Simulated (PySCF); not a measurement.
A GIAO shielding run with PySCF 2.14 (density fitting, non-relativistic, gas phase) on `C([Si@H](C#CC(C)=O)P)[SiH3]`, C$_{5}$H$_{11}$OPSi$_{2}$:

```
$ OMP_NUM_THREADS=1 python probes_run.py task.json out

{"job": {"kind": "nmr", "xc": "PBE0", "basis": "pcSseg-1"}, "charge": 0, "multiplicity": 1}
C      4.102543     0.318976     0.178076
C      2.875144     1.093151    -0.236102
O      2.901912     2.186027    -0.747409
C      1.652316     0.387335     0.044704
C      0.619623    -0.193457     0.287868
Si    -0.967754    -1.092022     0.632157
P     -1.524763    -2.092395    -1.305193
C     -2.310665     0.153278     1.143091
Si    -2.800386     1.419288    -0.199029
H      4.034056     0.058723     1.232509
H      4.994856     0.912285    -0.003219
H      4.153444    -0.606645    -0.392936
H     -0.659825    -2.038806     1.724278
H     -0.583013    -3.099989    -1.180951
H     -2.516018    -2.876788    -0.735452
H     -1.962237     0.684532     2.028051
H     -3.202566    -0.395045     1.448478
H     -3.817986     2.309259     0.371230
H     -3.371231     0.696005    -1.337754
H     -1.622598     2.186966    -0.594218
```

Hardware: 1 thread of an Arm Neoverse N1, shared host. The job also computes population analyses, field gradients.

**Question.** How large is the calculation?

**Answer.** 92 electrons, 229 basis functions and 1257 auxiliary functions.

**Question.** How long does it take, and how much memory does it need?

**Answer.** 100 s of wall time, with 16 SCF cycles and 5 response iterations; peak memory 0.96 GiB. Times on a shared host scatter by some tens of per cent.
